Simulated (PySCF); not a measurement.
How the functional moves excitation energies

Species: C2H9OPSi.
SMILES: `CO[Si@H](C)P`

Linear-response calculations in the def2-SVPD basis (PySCF; singlets by full response, triplets Tamm–Dancoff, core orbitals frozen in the response; HF means time-dependent Hartree–Fock). 'Strongest' is the level of largest summed f among the singlets computed (10 roots, of which the last may lack a degenerate partner); it can jump between rows when another state enters that window. S1 is the lowest singlet of each run and needn't be the same state throughout; f(S1) is that of one state. The structure is a single PBE0-D3(BJ)/def2-SVP conformer in the gas phase; no vibrational or solvent corrections.

```csv
functional,kind,S1 (eV),f(S1),strongest (eV),T1 (eV),HOMO (eV),gap (eV),"ionisation energy, ΔSCF (eV)"
LDA,LDA,5.63,0.004,6.69,5.27,-6.15,5.47,8.95
B3LYP,"global hybrid, 20% exact exchange",6.10,0.005,6.89,5.48,-7.03,7.03,9.15
PBE0,"global hybrid, 25% exact exchange",6.19,0.004,7.06,5.50,-7.24,7.48,9.16
BHandHLYP,"global hybrid, 50% exact exchange",6.45,0.007,7.41,5.65,-8.25,9.11,9.29
CAM-B3LYP,range-separated hybrid,6.31,0.005,7.24,5.60,-8.51,9.51,9.33
wB97X-D,range-separated hybrid,6.33,0.005,7.33,5.73,-9.05,10.93,9.32
LC-wPBE,range-separated hybrid,6.50,0.006,7.63,5.63,-9.82,11.89,9.44
HF,Hartree–Fock,6.81,0.013,7.88,5.53,-9.82,12.25,not settled
```

What does PBE (GGA) give?

S1 (eV) 5.71, f(S1) 0.004, strongest (eV) 6.73, T1 (eV) 5.22, HOMO (eV) -6.08, gap (eV) 5.56, ionisation energy, ΔSCF (eV) 8.83. S1 runs from 5.63 eV (LDA) to 6.81 eV (HF), a spread of 1.19 eV, while the orbital gap spreads over 6.8 eV. Along PBE (0%), B3LYP (20%), PBE0 (25%), BHandHLYP (50%), HF (100%) S1 rises with the share of exact exchange. −ε(HOMO) comes closest to its own ΔSCF ionisation energy with wB97X-D (-0.27 eV) and misses most with LDA (-2.79 eV). 'Not settled' means that the ion's SCF failed to converge or may have ended in another state than the lowest.

Without π bonds the low states are Rydberg-like; a valence basis with one diffuse set may place them up to an eV too high.
